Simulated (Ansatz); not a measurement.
Sn₅Cl₄⁺. Charge 1, multiplicity 2. Geometry PBE-D4/def2-SVP; atoms count from 1.

```xyz
9

Sn    0.215   -2.571   -2.307
Sn   -1.872    1.991    1.355
Sn    1.684   -0.728   -0.434
Sn   -1.441   -0.384   -0.768
Sn    0.023   -0.714    2.085
Cl   -0.587   -3.140    0.101
Cl    0.538    1.943    2.211
Cl    2.648    1.344   -1.106
Cl   -1.208    2.258   -1.136
```

In the def2 sets Sn takes a core potential; there is no spin–orbit coupling. Another isomer (doublet) lies 0.54 eV lower at PBE0-D4/def2-SVP; other spin states weren't run for this one.

(1) Estimate the Mulliken populations from the PBE0/def2-SVP orbitals of Ansatz.

(2) Where does the spin sit?

(3) And the Mayer bond orders between heavy atoms (over 0.3)?

Answers

(1) 
| atom | charge (e) | spin (α − β) |
| --- | --- | --- |
| Sn1 | 0.54 | 0.00 |
| Sn2 | 0.68 | -0.03 |
| Sn3 | 0.33 | 0.35 |
| Sn4 | 0.19 | 0.53 |
| Sn5 | 0.37 | 0.07 |
| Cl6 | -0.33 | 0.00 |
| Cl7 | -0.27 | 0.01 |
| Cl8 | -0.24 | 0.05 |
| Cl9 | -0.27 | 0.01 |
Mulliken values depend strongly on the basis.

(2) Summed by element: Sn 0.93, Cl 0.07, of 1 unpaired in all. Largest on single atoms: Sn4 0.53, Sn3 0.35, Sn5 0.07.

(3) Sn1–Sn3 0.67 (3.01 Å); Sn1–Sn4 0.45 (3.15 Å); Sn1–Cl6 0.60 (2.60 Å); Sn2–Sn4 0.40 (3.21 Å); Sn2–Cl7 0.68 (2.56 Å); Sn2–Cl9 0.64 (2.59 Å); Sn3–Sn4 0.40 (3.16 Å); Sn3–Sn5 0.66 (3.02 Å); Sn3–Cl8 1.07 (2.38 Å); Sn4–Sn5 0.48 (3.22 Å); Sn4–Cl9 0.50 (2.68 Å); Sn5–Cl7 0.46 (2.71 Å).
